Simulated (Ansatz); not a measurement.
Input file for ClH₃O₃Ti (`[OH][Ti]([OH])([OH])[Cl]`):

```yaml
crystal:
  periodic: [false, false, false]
  atoms:
    - {symbol: O, position_ang: [-1.001044, 0.928869, 1.001603]}
    - {symbol: Ti, position_ang: [0.115048, 0.158886, -0.151283]}
    - {symbol: O, position_ang: [1.751788, 0.150454, 0.563352]}
    - {symbol: O, position_ang: [-0.377603, -1.513804, -0.511389]}
    - {symbol: Cl, position_ang: [0.081099, 1.319607, -2.043068]}
    - {symbol: H, position_ang: [-1.786796, 1.469835, 0.912729]}
    - {symbol: H, position_ang: [2.446350, -0.506798, 0.489346]}
    - {symbol: H, position_ang: [-1.136641, -2.064148, -0.317090]}
basis:
  gaussian: {orbitals: def2-SVP}
correlation: {method: ccsd_t}
```

```sh
$ ansatz run in.yaml --threads 4 --pin off --events-out ev --progress --plain --max-ram 10444MiB
```

The program prints (abridged):

```
Functional definition: HF
1051 factors; integrals over basis functions are off by at most 9.4e-4 eV
mean field evaluation 1: about -41732.6375 eV, gradient 6.9e1 eV
mean field evaluation 2: about -41732.7320 eV, gradient 7.0e1 eV
mean field evaluation 4: about -41742.4452 eV, gradient 6.8e0 eV
mean field evaluation 8: about -41742.5978 eV, gradient 6.6e-1 eV
mean field -41742.59994158 eV, -1534.0122537026 hartree, gradient 1.5e-6 eV, S^2 0.000000; 0 other end points of the search recorded, 0 dependent functions left out
13 core orbitals not correlated: weight in the atoms' cores, before any rotation towards them, 1.000 or more for the frozen orbitals, at most 0.000 for the correlated occupied ones
reference -41742.59994158 eV, -1534.0122537026 hartree; 20, 20 occupied and 73, 73 virtual orbitals, 1051 factors
second order -27.69224821 eV of doubles, -0.00000000 eV of singles
cycle   1  -26.73016716 eV  change    9.6e-1 eV  update   2.4e-1
cycle   2  -27.73934245 eV  change    -1.0e0 eV  update   1.6e-1
cycle   3  -27.97362844 eV  change   -2.3e-1 eV  update   4.4e-2
cycle   4  -27.98060285 eV  change   -7.0e-3 eV  update   1.3e-2
cycle   5  -27.96737179 eV  change    1.3e-2 eV  update   4.7e-3
cycle   6  -27.96680006 eV  change    5.7e-4 eV  update   1.9e-3
cycle   7  -27.96738798 eV  change   -5.9e-4 eV  update   9.4e-4
cycle   8  -27.96717659 eV  change    2.1e-4 eV  update   3.2e-4
cycle   9  -27.96729389 eV  change   -1.2e-4 eV  update   1.4e-4
cycle  10  -27.96746194 eV  change   -1.7e-4 eV  update   6.5e-5
cycle  11  -27.96734282 eV  change    1.2e-4 eV  update   3.1e-5
cycle  12  -27.96732384 eV  change    1.9e-5 eV  update   1.5e-5
perturbative correction -1.12013575 eV, -0.0411642294 hartree
Total energy: -41771.68740116 eV, -1535.0811981261 hartree
```

It took 8 s on 4 threads of an Arm Neoverse V1 on a shared host, with 0.52 GiB of host memory at the peak.

Correlation energy per correlated electron: -0.727 eV. T1 diagnostic: 0.0216.
